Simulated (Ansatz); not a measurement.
Cost and result up the ladder for SnH₂ (3 atoms). The state is a singlet with charge 0. Geometry: r2SCAN-D4/def2-TZVP.

```csv
atom,x (Å),y (Å),z (Å)
Sn1,-0.750,-0.193,0.313
H2,-0.163,0.437,-1.236
H3,0.913,-0.245,0.923
```

Ansatz on 4 threads of Arm Neoverse V1 on a shared host. Times are rough, and most runs start from the orbitals of an earlier one. ωB97M-V/def2-TZVP serves as the yardstick here, not as an exact answer. Differences are given only for rows in sets of like size (and for xTB, whose basis is part of the method), since another set adds its own error. Binding counts from free atoms at the same level (Sn triplet, H doublet; other spins of the atoms weren't run), without zero-point energy or a counterpoise term.

In the def2 sets Sn takes a core potential; there is no spin–orbit coupling. Correlated methods freeze 4 core orbitals; core or outer-core shells of Sn are correlated, in sets that lack core-valence functions.

Run but left out: HF/def2-TZVP (restricted singlet, unstable towards broken spin symmetry).

Correlated methods converge slowly with the basis.

| level | functions | wall time | binding energy per atom (eV) | difference from ωB97M-V/def2-TZVP (eV) | remarks |
| --- | --- | --- | --- | --- | --- |
| PBE-D4/def2-SVP | 36 | 0.2 s | 1.80 | – | – |
| PBE0-D4/def2-SVP | 36 | 0.25 s | 1.78 | – | – |
| BLYP-D4/def2-TZVP | 62 | 0.3 s | 1.89 | 0.03 | – |
| BHLYP-D4/def2-TZVP | 62 | 0.3 s | 1.84 | -0.02 | – |
| MP2/def2-TZVP | 62 | 0.3 s | 1.64 | -0.22 | restricted SCF unstable |
| PBE-D4/def2-TZVP (with forces) | 62 | 0.35 s | 1.82 | -0.03 | – |
| PBE0-D4/def2-TZVP | 62 | 0.35 s | 1.80 | -0.06 | – |
| PBE0-D4/def2-TZVPD | 74 | 0.35 s | 1.80 | -0.06 | – |
| r2SCAN-D4/def2-TZVP | 62 | 0.65 s | 1.83 | -0.03 | – |
| CCSD(T)/def2-TZVPD | 74 | 0.65 s | 1.79 | -0.07 | restricted SCF unstable |
| CCSD(T)/def2-TZVPP | 78 | 0.65 s | 1.84 | -0.02 | restricted SCF unstable |
| r2SCAN-D4/def2-TZVPD | 74 | 0.7 s | 1.83 | -0.03 | – |
| r2SCAN0-D4/def2-TZVP | 62 | 0.7 s | 1.80 | -0.06 | – |
| ωB97M-V/def2-TZVP | 62 | 1 s | 1.86 | 0.00 | – |
